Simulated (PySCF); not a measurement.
Species: C2H10GeSi.
Z-matrix (Å and degrees, PBE0-D3(BJ)/def2-SVP geometry), rows numbered from 1:
```
C 
C   1  1.5229
Ge  2  1.9680  1  113.44
Si  3  2.3850  2  109.79  1   -57.20
H   1  1.1016  2  111.74  3   -59.08
H   1  1.1017  2  111.55  3  -179.18
H   1  1.1022  2  111.74  3    60.88
H   2  1.1023  1  110.99  3   121.44
H   2  1.1025  1  110.85  3  -120.45
H   3  1.5440  2  110.34  1  -178.22
H   3  1.5458  2  109.76  1    62.92
H   4  1.4973  3  109.88  2   -52.36
H   4  1.4963  3  110.69  2    66.82
H   4  1.4963  3  111.31  2  -172.59
```

Method: PBE0-D3(BJ)/def2-SVP geometry optimisation, gas phase (PySCF 2.14.0).

Take the most abundant isotopes and a rigid rotor. The values belong to one conformer with, in the numbering `[CH3:1][CH2:2][GeH2:3][SiH3:4]`, C1–C2–Ge3–Si4 -57°.

(1) What are A, B and C (MHz)?

(2) What kind of rotor is it?

(3) What does the inertial defect say?

(4) Give the other two planar moments, Paa and Pbb, and the rms extents of the mass along the axes.

(5) Give the coordinates in the principal-axis frame, origin at the centre of mass.

(6) Predict some low-J microwave lines.

(7) Estimate the classical rotational partition function at 10 K, 100 K and 298.15 K.

Results:

(1) Ia = 117.59, Ib = 228.00, Ic = 315.10 u·Å²; 505379 MHz·u·Å²/I gives A = 4298, B = 2217, C = 1604 MHz.

(2) An asymmetric top: κ = (2 × 2217 − 4298 − 1604)/(4298 − 1604) ≈ -0.55.

(3) Not planar: Δ = Ic − Ia − Ib = -30.49 u·Å². For a rigid frame Δ = −2 Σ m c², so Σ m c² = 15.25 u·Å² lies off the ab plane: 10.64 from hydrogen and 4.61 from heavier atoms. The atom farthest from that plane is 1.59 Å away.

(4) Paa = Σ m a² = (Ib + Ic − Ia)/2 = 212.76 and Pbb = Σ m b² = (Ia + Ic − Ib)/2 = 102.34 u·Å². With the mass M = 135.98 u, the rms extents √(P/M) along a, b and c are 1.25, 0.87, 0.33 Å.

(5) The sense of each axis is arbitrary; atoms in the order of the calculation.
```csv
atom,mass (u),a (Å),b (Å),c (Å)
C1,12.000,-2.012,-1.470,-0.283
C2,12.000,-1.684,-0.217,0.519
Ge3,73.921,-0.030,0.675,-0.064
Si4,27.977,1.799,-0.850,0.064
H5,1.008,-2.128,-1.249,-1.356
H6,1.008,-2.949,-1.936,0.060
H7,1.008,-1.219,-2.231,-0.193
H8,1.008,-2.503,0.518,0.454
H9,1.008,-1.562,-0.456,1.588
H10,1.008,0.256,1.907,0.822
H11,1.008,-0.186,1.164,-1.523
H12,1.008,1.854,-1.465,1.427
H13,1.008,1.638,-1.953,-0.935
H14,1.008,3.101,-0.161,-0.200
```

(6) The dipole components are |μa| = 0.92 D, |μb| = 0.19 D, |μc| = 0.20 D. Intensities carry the squares of the components, which stand as 1.00 : 0.04 : 0.05 (a : b : c). Some of the stronger lines:

| type | branch | J(Ka,Kc) | MHz | lower level (cm⁻¹) |
| --- | --- | --- | --- | --- |
| a | Q | 3(2,1) ← 3(2,2) | 557 | 1.083 |
| a | Q | 1(1,0) ← 1(1,1) | 613 | 0.197 |
| a | Q | 4(2,2) ← 4(2,3) | 1532 | 1.590 |
| a | Q | 2(1,1) ← 2(1,2) | 1838 | 0.431 |
| a | Q | 3(1,2) ← 3(1,3) | 3662 | 0.781 |
| a | R | 1(0,1) ← 0(0,0) | 3820 | 0.000 |
| c | Q | 3(2,2) ← 3(1,2) | 5406 | 0.903 |
| b | Q | 3(2,1) ← 3(1,2) | 5963 | 0.903 |
| a | Q | 4(1,3) ← 4(1,4) | 6030 | 1.243 |
| a | R | 2(1,2) ← 1(1,1) | 7028 | 0.197 |
| a | R | 2(0,2) ← 1(0,1) | 7524 | 0.127 |
| a | R | 2(1,1) ← 1(1,0) | 8254 | 0.217 |
| b | R | 3(0,3) ← 2(1,2) | 9436 | 0.431 |
| a | R | 3(1,3) ← 2(1,2) | 10475 | 0.431 |
| a | R | 3(0,3) ← 2(0,2) | 11021 | 0.378 |
| c | Q | 3(3,1) ← 3(2,1) | 11448 | 1.102 |
| a | R | 3(2,2) ← 2(2,1) | 11461 | 0.701 |
| a | R | 3(2,1) ← 2(2,0) | 11902 | 0.705 |
| a | R | 3(1,2) ← 2(1,1) | 12299 | 0.493 |
| a | R | 4(1,4) ← 3(1,3) | 13860 | 0.781 |
| a | R | 4(0,4) ← 3(0,3) | 14306 | 0.746 |
| a | R | 4(2,3) ← 3(2,2) | 15190 | 1.083 |
| a | R | 4(3,2) ← 3(3,1) | 15478 | 1.484 |
| a | R | 4(3,1) ← 3(3,0) | 15561 | 1.484 |
| a | R | 4(2,2) ← 3(2,1) | 16165 | 1.102 |
| a | R | 4(1,3) ← 3(1,2) | 16228 | 0.903 |
| c | R | 4(2,2) ← 3(1,2) | 22128 | 0.903 |

(7) Point group C1, symmetry number σ = 1; q = (√π/σ)·√((kT/h)³/(ABC)), k/h = 20836.6 MHz/K: 1360 at 10 K, 43100 at 100 K, 222000 at 298.15 K.

No PBE0-D3(BJ)/def2-SVP frequencies stand behind this structure, so it isn't proved a minimum. These are rigid-rotor constants of the computed structure; measured ground-state constants (B0) also hold zero-point vibration. A rigid rotor knows nothing of internal rotation, which can split or shift real lines.

On one thread of an Arm Neoverse V1 (shared host), this took 66 s and 0.50 GiB of memory at its peak. These figures are those of the optimisation.
